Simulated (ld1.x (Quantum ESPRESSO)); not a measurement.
# Eu (Z = 63): ultrasoft pseudisation with LDA (PZ), scalar-relativistic reference atom.

Input for ld1.x (Quantum ESPRESSO) 7.5:

```
&input
   title='Eu', zed=63., rel=1, dft='PZ', iswitch=3,
   config='[Xe] 4f7 5d0 6s0 6p0',
   nld=4, rlderiv=2.70, eminld=-6.0, emaxld=5.0, deld=0.02
 /
 &inputp
   pseudotype=3, tm=.true., lloc=-1, rcloc=2.10,
   nlcc=.false.,
   which_augfun='PSQ', rmatch_augfun=1.50,
   file_pseudopw='Eu.UPF', file_wfcaegen='ae.wfc', file_wfcncgen='nc.wfc', file_beta='beta', file_chi='chi', file_wfcusgen='us.wfc'
 /
8
5S  1  0   2.00   0.00  1.95  2.50  0.0
6S  2  0   0.00   0.00  1.95  2.50  0.0
5P  2  1   6.00   0.00  2.05  2.20  0.0
6P  3  1   0.00   0.00  2.05  2.20  0.0
5D  3  2   0.00   0.00  2.00  2.40  0.0
5D  3  2   0.00   3.60  2.00  2.40  0.0
4F  4  3   7.00   0.00  1.30  1.55  0.0
4F  4  3   0.00   0.75  1.30  1.55  0.0
 &test
   configts(1)='4f7 5s2 5p6 5d0 6s0 6p0'
 /
```

Command:

```bash
ld1.x < Eu.in > Eu.out
```

The program printed (shortened: banner, matrices, multipoles, cross overlaps and the repeated all-electron block are left out):

```
Program LD1 v.7.5
     --------------------------- All-electron run ----------------------------

     Eu
     scalar relativistic calculation

     atomic number is 63.00
     dft =PZ   lsd =0 sic =0 latt =0  beta=0.20 tr2=1.0E-14
     Exchange-correlation= PZ
                           (   1   1   0   0   0   0   0)
     mesh =1261 r(mesh) = 100.16965 a.u. xmin = -7.00 dx = 0.01250
     1 Ry =  13.60569312 eV, c = 137.03599908

     n l     nl                  e(Ry)          e(Ha)          e(eV)
     1 0     1S 1( 2.00)     -3552.8330     -1776.4165    -48338.7554
     2 0     2S 1( 2.00)      -584.3310      -292.1655     -7950.2283
     2 1     2P 1( 6.00)      -520.9517      -260.4758     -7087.9087
     3 0     3S 1( 2.00)      -129.3142       -64.6571     -1759.4095
     3 1     3P 1( 6.00)      -109.5905       -54.7953     -1491.0552
     4 0     4S 1( 2.00)       -26.4280       -13.2140      -359.5714
     4 1     4P 1( 6.00)       -19.9368        -9.9684      -271.2536
     3 2     3D 1(10.00)       -83.1643       -41.5822     -1131.5082
     5 0     5S 1( 2.00)        -4.2972        -2.1486       -58.4663
     5 1     5P 1( 6.00)        -2.7536        -1.3768       -37.4640
     4 2     4D 1(10.00)       -10.8933        -5.4467      -148.2111
     4 3     4F 1( 7.00)        -1.2085        -0.6043       -16.4429
     5 2     5D 1( 0.00)        -1.0133        -0.5066       -13.7866
     6 0     6S 1( 0.00)        -1.0273        -0.5136       -13.9770
     6 1     6P 1( 0.00)        -0.7172        -0.3586        -9.7577

     final scf error:  8.5E-15 reached in  25 iterations

     Etot =  -21672.066653 Ry,  -10836.033327 Ha, -294863.488227 eV

     Ekin =   23214.246814 Ry,   11607.123407 Ha,  315845.918239 eV
     Encl =  -52780.142684 Ry,  -26390.071342 Ha, -718110.424344 eV
     Eh   =    8362.430386 Ry,    4181.215193 Ha,  113776.661592 eV
     Exc  =    -468.601170 Ry,    -234.300585 Ha,   -6375.643713 eV

     normalization and overlap integrals

     s(1S/1S) =  1.000000  <r> =   0.0223  <r2> =    0.0007  r(max) =   0.0142
     s(2S/2S) =  1.000000  <r> =   0.0952  <r2> =    0.0107  r(max) =   0.0806
     s(2P/2P) =  1.000000  <r> =   0.0839  <r2> =    0.0086  r(max) =   0.0652
     s(3S/3S) =  1.000000  <r> =   0.2498  <r2> =    0.0713  r(max) =   0.2304
     s(3P/3P) =  1.000000  <r> =   0.2482  <r2> =    0.0714  r(max) =   0.2247
     s(4S/4S) =  1.000000  <r> =   0.5664  <r2> =    0.3622  r(max) =   0.5256
     s(4P/4P) =  1.000000  <r> =   0.5998  <r2> =    0.4094  r(max) =   0.5526
     s(3D/3D) =  1.000000  <r> =   0.2260  <r2> =    0.0601  r(max) =   0.1839
     s(5S/5S) =  1.000000  <r> =   1.3777  <r2> =    2.1365  r(max) =   1.2298
     s(5P/5P) =  1.000000  <r> =   1.6169  <r2> =    2.9676  r(max) =   1.3936
     s(4D/4D) =  1.000000  <r> =   0.6547  <r2> =    0.4978  r(max) =   0.5737
     s(4F/4F) =  1.000000  <r> =   0.9538  <r2> =    1.2311  r(max) =   0.5956
     s(5D/5D) =  1.000000  <r> =   2.4946  <r2> =    7.2443  r(max) =   2.0024
     s(6S/6S) =  1.000000  <r> =   3.4649  <r2> =   13.4234  r(max) =   3.1404
     s(6P/6P) =  1.000000  <r> =   4.2670  <r2> =   20.4368  r(max) =   3.8358

     ------------------------ End of All-electron run ------------------------

     --------------------- Generating US pseudopotential ---------------------

      Generating local potential from pseudized AE potential:
      Matching radius rcloc =   2.1000

      Local pseudo, rcloc= 2.079 Estimated cut-off energy=     5.44 Ry
      Wfc-us  5S rcutus= 2.477  Estimated cut-off energy=     9.26 Ry
      Wfc-us  6S rcutus= 2.477  Estimated cut-off energy=    19.03 Ry
      Wfc-us  5P rcutus= 2.186  Estimated cut-off energy=    17.36 Ry
      Wfc-us  6P rcutus= 2.186  Estimated cut-off energy=    30.30 Ry
      Wfc-us  5D rcutus= 2.415  Estimated cut-off energy=    19.42 Ry
      Wfc-us  5D rcutus= 2.415  Estimated cut-off energy=    17.56 Ry
      Wfc-us  4F rcutus= 1.540  Estimated cut-off energy=    67.02 Ry
      Wfc-us  4F rcutus= 1.540  Estimated cut-off energy=   114.00 Ry

     Q pseudized with Bessel functions
     Expected ecutrho=     390.9133 due to l1=  3   l2=  3

     ------------------- End of pseudopotential generation -------------------

     Computing logarithmic derivative in   2.68622
     Computing logarithmic derivative in   2.68622
     Computing the partial wave expansion
     R is outside the sphere for l=    0 j= 0.00
     R is outside the sphere for l=    0 j= 0.00
     R is outside the sphere for l=    1 j= 0.00
     R is outside the sphere for l=    1 j= 0.00
     R is outside the sphere for l=    2 j= 0.00
     R is outside the sphere for l=    2 j= 0.00
     R is outside the sphere for l=    3 j= 0.00
     R is outside the sphere for l=    3 j= 0.00

     ---------------------- Testing the pseudopotential ----------------------

     Eu
     scalar relativistic calculation

     atomic number is 63.00   valence charge is 17.00
     dft =PZ   lsd =0 sic =0 latt =0  beta=0.20 tr2=1.0E-14
     mesh =1261 r(mesh) = 100.16965 xmin = -7.00 dx = 0.01250

     n l     nl             e AE (Ry)        e PS (Ry)    De AE-PS (Ry)
     4 3     4F   1( 7.00)       -1.20853       -1.20853        0.00000
     1 0     5S   1( 2.00)       -4.29720       -4.29720       -0.00000
     2 1     5P   1( 6.00)       -2.75356       -2.75356        0.00000
     3 2     5D   1( 0.00)       -1.01330       -1.01330        0.00000
     2 0     6S   1( 0.00)       -1.02729       -1.02729        0.00000
     3 1     6P   1( 0.00)       -0.71718       -0.71718       -0.00000

     eps = 7.3E-17  iter =  6

     Etot =  -21672.066653 Ry,  -10836.033327 Ha, -294863.488227 eV
     Etotps =  -187.358981 Ry,     -93.679490 Ha,   -2549.148796 eV

     Ekin =      50.118670 Ry,      25.059335 Ha,     681.899243 eV
     Encl =    -398.187162 Ry,    -199.093581 Ha,   -5417.612336 eV
     Ehrt =     159.961054 Ry,      79.980527 Ha,    2176.381013 eV
     Ecxc =     -19.752355 Ry,      -9.876177 Ha,    -268.744476 eV
     Epseu=      20.500812 Ry,      10.250406 Ha,     278.927760 eV

     ---------------------- End of pseudopotential test ----------------------
```

The ghost test of this file was not conclusive. Its overlap operator is not positive definite in a basis up to 400 Ry (lowest eigenvalue p -0.01), so the file is unfit for use: the generalised eigenproblem breaks down once the basis is large enough, and its test numbers describe a broken file.

Generation and configuration tests took about 1.8 s on one core of a shared server CPU.
